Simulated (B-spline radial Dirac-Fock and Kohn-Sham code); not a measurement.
## How the levels of platinum move as electrons are removed

These are calculated numbers from a radial atomic solver; the model is Dirac-Fock energy differences between relaxed states, corrected for Breit and QED terms. Each ion is free and in its tabulated ground configuration. The model has no electron correlation.

Reference: Pt⁵²⁺, [Ar] 3d8, with L1 (2s) 16951.9 eV, L2 (2p1/2) 16357.0 eV, L3 (2p3/2) 14634.1 eV, M2 (3p1/2) 5870.8 eV, M4,5 (3d) 5021.8 eV, Kα1 (K-L3) 66905.1 eV, Kβ1 (K-M3) 76079.5 eV, Lℓ (L3-M1) 8507.7 eV. Shifts from it, in eV (a dash: the subshell is empty, belongs to an open shell averaged over j, or its hole state is left out as unreliable):

```tsv
ion	configuration	L1 (2s)	L2 (2p1/2)	L3 (2p3/2)	M2 (3p1/2)	M4,5 (3d)	Kα1	Kβ1	Lℓ
Pt⁵³⁺	[Ar] 3d7	+173.7	+176.1	+174.2	+132.5	+141.7	+6.30	+52.71	+44.00
Pt⁵⁴⁺	[Ar] 3d6	+349.5	+354.5	+350.5	+266.4	+285.0	+12.92	+106.60	+88.92
Pt⁵⁵⁺	[Ar] 3d5	+527.4	+535.0	+528.9	+401.5	+429.8	+19.86	+161.66	+134.75
Pt⁵⁶⁺	[Ar] 3d4	+707.3	+717.7	+709.5	+538.0	+576.2	+27.13	+217.90	+181.49
Pt⁵⁷⁺	[Ar] 3d3	?	?	?	?	?	?	?	?
Pt⁵⁸⁺	[Ar] 3d2	+1073.3	+1089.7	+1076.8	+814.8	+873.7	+42.69	+333.91	+277.70
```

**Question.** Give the missing shifts for Pt⁵⁷⁺.

**Answer.** L1 (2s) +889.3, L2 (2p1/2) +902.6, L3 (2p3/2) +892.1, M2 (3p1/2) +675.7, M4,5 (3d) +724.2, Kα1 +34.74, Kβ1 +275.31, Lℓ +229.14 (eV).

Over this range L1 (2s) moves by +1073.3 eV and Kα1 by +42.7 eV: a line is a difference of two levels that shift in the same direction.
